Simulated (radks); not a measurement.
Valence configurations of the aluminium ion Al+ (all share [Ne]). Calculated with a radial shooting solver on a logarithmic mesh with Libxc functionals: scalar-relativistic Kohn-Sham, LDA (Slater exchange, Perdew-Wang correlation), spin-polarised, spherical densities, finite nucleus; open shells are filled with parallel spins first; Fermi nuclear charge, rms radius 3.061 fm. Energies are relative to 3s2; eigenvalues in eV for spin up.

| valence | E (eV) | moment (Bohr magnetons) | e(3p) | e(3s) |
|---|---|---|---|---|
| 3s2 | 0.000 | 0 | - | -14.917 |
| 3s1.5 3p0.5 | 2.646 | 1 | -9.893 | -15.766 |
| 3s1 3p1 | 4.752 | 2 | -10.480 | -16.451 |
| 3s0.5 3p1.5 | 7.747 | 2 | -10.786 | -16.794 |
| 3p2 | 10.760 | 2 | -11.075 | - |

NIST lists [Ne] 3s2 as the ground configuration; this level of theory agrees among the configurations tried. The energies are those of spherical high-spin densities, not of single terms.
